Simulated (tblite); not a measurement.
Isomers of C6H5ClF (doublet state). Method: GFN2-xTB as coded in tblite; computed harmonic values from a numerical Hessian at the method's own geometry, unscaled. This tight-binding method is rough: wavenumbers can miss measured ones by several per cent, in bad cases by 10 to 20. One conformer each. Open shells enter through the occupations alone, without spin polarisation, and single modes of such species can be off by tens of per cent.

Electronic energies: GFN2-xTB at the same geometries; isomer energies are rough at this level and their order can be wrong.

| SMILES | electronic energy, lowest = 0 (kcal/mol) |
| --- | --- |
| [C]#C[C@@H]1C[C@H](Cl)[C@@H]1F | 90.0 |
| FC1=CC=CC[C]1Cl | 0.7 |
| C=C[C]=C(F)C(=C)Cl | 56.3 |
| C=[C]/C=C(\F)C(=C)Cl | 44.4 |
| FC1=CC(Cl)=CC[CH]1 | 0.0 |

Task: How do GFN2-xTB zero-point energies change the relative energies?

Result: 
```csv
SMILES,ZPE (kcal/mol),of it from modes above 1550 cm⁻¹,electronic (kcal/mol),"with ZPE, lowest = 0 (kcal/mol)",lowest mode (cm⁻¹),rings
FC1=CC(Cl)=CC[CH]1,55.6,23.8,0.0,0.0,138,1
FC1=CC=CC[C]1Cl,55.9,23.7,0.7,1.0,103,1
C=[C]/C=C(\F)C(=C)Cl,52.9,24.9,44.4,41.7,81,0
C=C[C]=C(F)C(=C)Cl,53.1,27.3,56.3,53.8,47,0
[C]#C[C@@H]1C[C@H](Cl)[C@@H]1F,55.7,24.6,90.0,90.1,40,1
```

The zero-point energies span 3.0 kcal/mol, from `C=[C]/C=C(\F)C(=C)Cl` to `FC1=CC=CC[C]1Cl`. The order is unchanged.

Task: What do entropy and thermal enthalpy add at 298.15 K and 1 bar (rigid rotor, harmonic oscillator, one conformer each)?

Result: 
```csv
SMILES,point group,symmetry number,S (cal/(mol K)),H − H(0) (kcal/mol),ZPE + H − H(0) − TS (kcal/mol)
FC1=CC(Cl)=CC[CH]1,Cs,1,85.7,5.11,35.1
FC1=CC=CC[C]1Cl,Cs,1,86.1,5.13,35.3
C=[C]/C=C(\F)C(=C)Cl,Cs,1,94.4,6.20,30.9
C=C[C]=C(F)C(=C)Cl,C1,1,96.5,6.28,30.6
[C]#C[C@@H]1C[C@H](Cl)[C@@H]1F,C1,1,91.9,5.66,33.9
```

S holds R ln(2S + 1) for the spin.
